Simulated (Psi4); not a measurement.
Approach curve of the dimer CH2O2 ··· H4OSi (SMILES O=CO and O[SiH3]), singlet. Monomers: optimised at B3LYP-D3(BJ) (def2-TZVP), held rigid. Orientation: lowest of the rigid-body minima from ten starts at GFN2-xTB. The monomers approach along the line of their centres of mass (distance R); nothing else relaxes.

Computed with Psi4 1.11 with SAPT0/jun-cc-pVDZ, frozen core.

Components in kJ/mol:

```json
[
 {"R / Å": "3.10", "electrostatics": "-271.42", "exchange": "502.09", "induction": "-140.03", "dispersion": "-54.89", "total": "35.76"},
 {"R / Å": "3.26", "electrostatics": "-194.29", "exchange": "311.33", "induction": "-90.18", "dispersion": "-39.22", "total": "-12.35"},
 {"R / Å": "3.48", "electrostatics": "-124.45", "exchange": "157.27", "induction": "-48.15", "dispersion": "-24.72", "total": "-40.06"},
 {"R / Å": "3.67", "electrostatics": "-86.75", "exchange": "85.48", "induction": "-27.73", "dispersion": "-16.72", "total": "-45.72"},
 {"R / Å": "3.86", "electrostatics": "-62.09", "exchange": "45.76", "induction": "-15.98", "dispersion": "-11.43", "total": "-43.74"},
 {"R / Å": "4.09", "electrostatics": "-42.82", "exchange": "21.13", "induction": "-8.30", "dispersion": "-7.35", "total": "-37.34"},
 {"R / Å": "4.38", "electrostatics": "-28.03", "exchange": "7.82", "induction": "-3.76", "dispersion": "-4.32", "total": "-28.30"},
 {"R / Å": "4.69", "electrostatics": "-18.69", "exchange": "2.65", "induction": "-1.70", "dispersion": "-2.54", "total": "-20.29"},
 {"R / Å": "5.15", "electrostatics": "-11.05", "exchange": "0.51", "induction": "-0.59", "dispersion": "-1.24", "total": "-12.38"},
 {"R / Å": "5.90", "electrostatics": "-5.41", "exchange": "0.03", "induction": "-0.15", "dispersion": "-0.46", "total": "-5.98"},
 {"R / Å": "6.91", "electrostatics": "-2.48", "exchange": "0.00", "induction": "-0.04", "dispersion": "-0.15", "total": "-2.66"},
 {"R / Å": "8.15", "electrostatics": "-1.15", "exchange": "0.00", "induction": "-0.01", "dispersion": "-0.05", "total": "-1.21"}
]
```
